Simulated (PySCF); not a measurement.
SMILES C=CCCC(=O)OC, singlet, GFN2-xTB optimised geometry.

```
18

C      2.32    -0.67    -3.30
C      1.39    -0.88    -2.39
C      1.67    -1.27    -0.97
C      1.11    -0.22     0.00
C     -0.40    -0.22     0.00
O     -1.10    -1.20     0.01
O     -0.88     1.03     0.00
C     -2.29     1.16     0.03
H      3.37    -0.76    -3.07
H      2.08    -0.39    -4.31
H      0.34    -0.78    -2.64
H      1.18    -2.22    -0.76
H      2.74    -1.38    -0.82
H      1.47     0.78    -0.25
H      1.44    -0.46     1.02
H     -2.74     0.61    -0.81
H     -2.69     0.76     0.96
H     -2.50     2.22    -0.06
```

Density from PBE/def2-SVP in PySCF at that geometry.

Minimum of the electron density along straight lines between bonded atoms, close to the bond critical point (lines longer than 1.1 times the sum of covalent radii, or with two minima, are not listed):

```json
[
 {"bond": "C1–C2", "length / Å": "1.319", "ρ at the minimum / e bohr⁻³": "0.344", "∇²ρ there / e bohr⁻⁵": "(withheld)", "position (fraction from the first atom)": "0.50"},
 {"bond": "C2–C3", "length / Å": "1.496", "ρ at the minimum / e bohr⁻³": "0.255", "∇²ρ there / e bohr⁻⁵": "-0.58", "position (fraction from the first atom)": "0.50"},
 {"bond": "C3–C4", "length / Å": "1.534", "ρ at the minimum / e bohr⁻³": "0.235", "∇²ρ there / e bohr⁻⁵": "-0.50", "position (fraction from the first atom)": "0.49"},
 {"bond": "C4–C5", "length / Å": "1.512", "ρ at the minimum / e bohr⁻³": "0.254", "∇²ρ there / e bohr⁻⁵": "-0.59", "position (fraction from the first atom)": "0.48"},
 {"bond": "C5–O6", "length / Å": "1.202", "ρ at the minimum / e bohr⁻³": "(withheld)", "∇²ρ there / e bohr⁻⁵": "0.36", "position (fraction from the first atom)": "0.33"},
 {"bond": "C5–O7", "length / Å": "1.340", "ρ at the minimum / e bohr⁻³": "0.303", "∇²ρ there / e bohr⁻⁵": "-0.34", "position (fraction from the first atom)": "0.34"},
 {"bond": "O7–C8", "length / Å": "1.421", "ρ at the minimum / e bohr⁻³": "0.247", "∇²ρ there / e bohr⁻⁵": "(withheld)", "position (fraction from the first atom)": "0.65"},
 {"bond": "C1–H9", "length / Å": "1.078", "ρ at the minimum / e bohr⁻³": "0.279", "∇²ρ there / e bohr⁻⁵": "-1.04", "position (fraction from the first atom)": "0.63"},
 {"bond": "C1–H10", "length / Å": "1.077", "ρ at the minimum / e bohr⁻³": "0.280", "∇²ρ there / e bohr⁻⁵": "-1.06", "position (fraction from the first atom)": "0.63"},
 {"bond": "C2–H11", "length / Å": "1.082", "ρ at the minimum / e bohr⁻³": "0.280", "∇²ρ there / e bohr⁻⁵": "-1.04", "position (fraction from the first atom)": "0.63"},
 {"bond": "C3–H12", "length / Å": "1.093", "ρ at the minimum / e bohr⁻³": "0.274", "∇²ρ there / e bohr⁻⁵": "-0.99", "position (fraction from the first atom)": "0.63"},
 {"bond": "C3–H13", "length / Å": "1.091", "ρ at the minimum / e bohr⁻³": "0.275", "∇²ρ there / e bohr⁻⁵": "-0.99", "position (fraction from the first atom)": "0.63"},
 {"bond": "C4–H14", "length / Å": "1.090", "ρ at the minimum / e bohr⁻³": "0.277", "∇²ρ there / e bohr⁻⁵": "-1.01", "position (fraction from the first atom)": "0.64"},
 {"bond": "C4–H15", "length / Å": "1.093", "ρ at the minimum / e bohr⁻³": "0.271", "∇²ρ there / e bohr⁻⁵": "-0.97", "position (fraction from the first atom)": "0.63"},
 {"bond": "C8–H16", "length / Å": "1.092", "ρ at the minimum / e bohr⁻³": "0.280", "∇²ρ there / e bohr⁻⁵": "-1.06", "position (fraction from the first atom)": "0.64"},
 {"bond": "C8–H17", "length / Å": "1.092", "ρ at the minimum / e bohr⁻³": "0.279", "∇²ρ there / e bohr⁻⁵": "-1.06", "position (fraction from the first atom)": "0.64"},
 {"bond": "C8–H18", "length / Å": "1.087", "ρ at the minimum / e bohr⁻³": "0.283", "∇²ρ there / e bohr⁻⁵": "-1.09", "position (fraction from the first atom)": "0.64"}
]
```

Complete the blanks.


- C1–C2, ∇²ρ there / e bohr⁻⁵: -0.91
- C5–O6, ρ at the minimum / e bohr⁻³: 0.417
- O7–C8, ∇²ρ there / e bohr⁻⁵: -0.37
